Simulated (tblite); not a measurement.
Compound: C3H13B2NSi2.
Cartesian coordinates in Å at the GFN2-xTB level; atoms count from 1:
```xyz
21
C3H13B2NSi2 angstrom
B     -1.431   -0.272    0.968
C     -1.167    0.156   -0.518
B      0.215   -0.568   -0.797
Si     1.877    0.116   -0.056
N      1.744    1.821    0.275
Si     2.449   -1.135    1.844
C     -2.254   -0.229   -1.466
C     -2.929    0.633   -2.205
H     -0.909    0.302    1.845
H     -2.146   -1.165    1.213
H     -1.007    1.239   -0.562
H      0.185   -1.595   -1.367
H      3.064    0.116   -0.940
H      0.925    2.152    0.760
H      2.550    2.319    0.616
H      2.008   -2.532    1.760
H      1.844   -0.609    3.076
H      3.888   -1.180    2.123
H     -2.475   -1.287   -1.525
H     -2.731    1.693   -2.168
H     -3.710    0.322   -2.877
```

Computed values, GFN2-xTB/tblite, gas phase, harmonic and unscaled. Errors from tens to a few hundred cm⁻¹ against measured bands are possible. Modes of hydrogen on boron and silicon can be 10 to 20 % off. One conformer, not necessarily the lowest. The optimisation stopped once no atom felt more than 0.01 eV/Å.

Lowest wavenumbers of the output (negative numbers stand for imaginary wavenumbers):
```
mode    cm-1
  1     -30.8
  2      41.6
  3      43.1
  4      73.0
  5     101.2
  6     128.6
  7     167.2
  8     196.0
  9     201.9
 10     223.5
 11     269.8
 12     270.7
 13     324.0
 14     405.0
 15     414.1
```

Task: Is this structure a minimum?

Result: Not by this Hessian. 1 mode is imaginary beyond 20i (31i cm⁻¹), so at this level the point lies at or near a first-order saddle. The curvature is small, so loose convergence or finite differences may be the whole cause.

Task: Which atoms move in the imaginary mode?

Result: 31i: H16 (Si–H hydrogen) 34 %, H18 (Si–H hydrogen) 27 %, H17 (Si–H hydrogen) 24 %. These are shares of the mass-weighted motion.

Task: What is the remedy?

Result: Step along that mode in both directions, optimise again with tighter thresholds and repeat the frequencies. The zero-point energy of this point (93.5 kcal/mol) counts the 56 real modes alone, and thermal corrections from it aren't those of a minimum.
